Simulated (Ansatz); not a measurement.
A trace of molecular dynamics of ClH5OSn (8 atoms, charge 0, multiplicity 1).

Computed with RKS PBE0-D4/def2-SVP in Ansatz 0.2.0.

* ensemble: NVE (velocity Verlet)
* starting velocities drawn for: 100 K
* seed: 6232

| time (fs) | T (K) | potential energy less start (eV) | conserved less start (meV/atom) |
| --- | --- | --- | --- |
| 0.0 | 100 | 0.000 | 0.00 |
| 4.0 | 82 | 0.014 | 0.00 |
| 8.0 | 55 | 0.035 | 0.01 |
| 12.0 | 54 | 0.036 | 0.02 |
| 16.0 | 109 | -0.006 | 0.04 |
| 20.0 | 263 | -0.127 | 0.00 |
| 24.0 | 369 | -0.209 | 0.03 |
| 28.0 | 497 | -0.307 | 0.04 |
| 32.0 | 713 | -0.476 | -0.05 |
| 36.0 | 752 | -0.506 | 0.05 |
| 40.0 | 877 | -0.603 | 0.04 |
| 44.0 | 1024 | -0.717 | -0.04 |
| 48.0 | 1158 | -0.821 | -0.06 |
| 52.0 | 1131 | -0.799 | 0.04 |
| 56.0 | 1217 | -0.866 | -0.04 |
| 60.0 | 1229 | -0.876 | -0.09 |
| 64.0 | 1119 | -0.790 | 0.02 |
| 68.0 | 1150 | -0.814 | 0.00 |
| 72.0 | 1140 | -0.807 | -0.04 |
| 76.0 | 1199 | -0.853 | -0.03 |
| 80.0 | 1173 | -0.832 | 0.08 |
| 84.0 | 1295 | -0.927 | -0.02 |
| 88.0 | 1303 | -0.933 | -0.02 |
| 92.0 | 1294 | -0.926 | 0.03 |
| 96.0 | 1199 | -0.852 | 0.06 |
| 100.0 | 1199 | -0.852 | -0.05 |

Q: Can this run be trusted? Judge the integration.

A: The conserved energy stayed within 0.11 meV per atom of its start (net change -0.049 meV per atom), so the integration is sound. The kinetic energy rose, since the run started high on the potential surface and went downhill. It ends in pieces (ClH + H4OSn), so much of that is their flight and rotation, not heat. A run of 0.1 ps of so small a system gives no equilibrium averages. The orbitals stay closed-shell, which can raise the energy where a bond breaks towards radicals; this wasn't checked here. The time step was 0.5 fs.

Run time: 6.3 min on 2 threads of Arm Neoverse V1 (shared host), peak memory 0.17 GiB.
